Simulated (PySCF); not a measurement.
A series of substituents X on one scaffold: ethynyl-X. Isolated molecules, 0 K electronic values unless said otherwise. One relaxed conformer stands for each flexible species; it need not be the lowest. Strings in code marks are SMILES.

Calculation: PBE-D3(BJ)/def2-TZVP // B3LYP-D3(BJ)/def2-TZVP (PySCF). All candidates: neutral, multiplicity 1. Delta-SCF ions had no search for a lower state. Excitations are Tamm–Dancoff values on a coarser integration grid. The basis has no diffuse functions, so Rydberg states are missing or too high.

```
Property                                  Value
--------------------------------------  -------
T1 excitation (TDA)                     5.07 eV
vertical ionisation energy (Delta-SCF)  8.93 eV
dipole moment                            1.92 D
```

Q: Say which member has these values.
(A) `C#CC(C)=O`
(B) `C#CO[SiH3]`
(C) `C#C[SeH]`
(D) `C#CN`

A: D, `C#CN`. The others give `C#CC(C)=O`: 3.09 eV, 9.85 eV, 2.93 D; `C#C[SeH]`: 4.04 eV, 8.93 eV, 0.58 D; `C#CO[SiH3]`: 4.67 eV, 9.51 eV, 1.67 D
